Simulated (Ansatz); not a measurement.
Relaxation of BrH6NSn (9 atoms, charge 0, multiplicity 1), to a largest force component of 0.03 eV/Å in at most 50 steps.

These are results of RHF/def2-SVP in Ansatz 0.2.0, not measurements.

```xyz
9
Properties=species:S:1:pos:R:3
Sn -0.997 -0.549 -0.264
N 1.048 -0.551 0.132
H -1.535 -2.137 -0.651
H -1.768 -0.018 1.162
H -1.257 0.446 -1.622
H 1.165 1.746 0.377
Br 0.417 3.005 0.483
H 1.303 -1.015 0.990
H 1.625 -0.927 -0.606
```

Where does it end, and by what steps?

The run converged. After 11 steps the energy has fallen by 0.146 eV; Br7 moved furthest, 0.94 Å.

```csv
step,energy less start (eV),largest force component (eV/Å),accepted
0,0.0000,0.887,yes
1,-0.0577,0.274,yes
2,-0.0831,0.961,yes
3,-0.1270,0.161,yes
4,-0.1092,0.515,no
5,-0.1364,0.109,yes
6,-0.1419,0.076,yes
7,-0.1424,0.089,yes
8,-0.1450,0.063,yes
9,-0.1453,0.042,yes
10,-0.1457,0.042,yes
11,-0.1457,0.008,yes
```

```xyz
9
Properties=species:S:1:pos:R:3
Sn -1.130 -0.730 -0.313
N 0.836 -0.287 0.122
H -1.328 -2.409 -0.585
H -2.033 -0.232 1.043
H -1.509 0.154 -1.718
H 1.155 1.660 0.441
Br 1.336 3.067 0.661
H 1.185 -0.716 0.964
H 1.487 -0.506 -0.614
```

Whether the end is a true minimum wasn't checked by a vibrational analysis.

Time of the run: 23 s on 2 threads of Arm Neoverse V1, with other jobs on the host, peak memory 0.23 GiB.
